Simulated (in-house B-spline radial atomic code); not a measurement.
A run on Co- that did not converge. Method: scalar-relativistic (X2C) B3LYP, spin-polarised, spherical fractional occupations, exact exchange averaged over the configuration, Fermi nucleus of rms radius 3.7875 fm; computed with a B-spline radial code for spherical atoms.

Command:
```bash
python run_scf.py task.json out
```
Settings (nuclear radius in fm, mass in u):
```
Z                27
configuration    [Ar] 3d8 4s2
hamiltonian      x2c
method           b3lyp
spin_polarised   True
nucleus          fermi
rms_radius       3.7875
atomic_mass      58.93319
speed_of_light   137.035999084
exact_exchange   averaged over the configuration
```

First and last ten iterations of the last attempt (damped for 15 steps, keeping 80 % of the old Fock matrix, then DIIS):
```
 iter        energy (Eh)    residual
    1       -1391.551751    3.24e-01
    2       -1389.171330    3.45e-01
    3       -1391.969389    1.84e-01
    4       -1393.050176    8.06e-02
    5       -1389.800276    1.33e-01
    6       -1392.667223    1.11e-01
    7       -1393.191654    4.19e-02
    8       -1393.315558    1.51e-02
    9       -1393.335104    8.32e-03
   10       -1393.339240    5.63e-03
  111       -1390.490778    1.42e-01
  112       -1390.490158    1.42e-01
  113       -1390.490639    1.42e-01
  114       -1390.489520    1.42e-01
  115       -1390.490072    1.42e-01
  116       -1390.488427    1.42e-01
  117       -1390.485603    1.43e-01
  118       -1393.339090    6.63e-03
  119       -1393.338975    6.72e-03
  120       -1390.457154    1.43e-01
 not converged after 120 iterations
```

The smallest residual met was 4.8e-03; the threshold is about 3e-07. No energy from this run should be used. Cost of the run: 7.2 s on 1 thread of Arm Neoverse N1 (shared host).
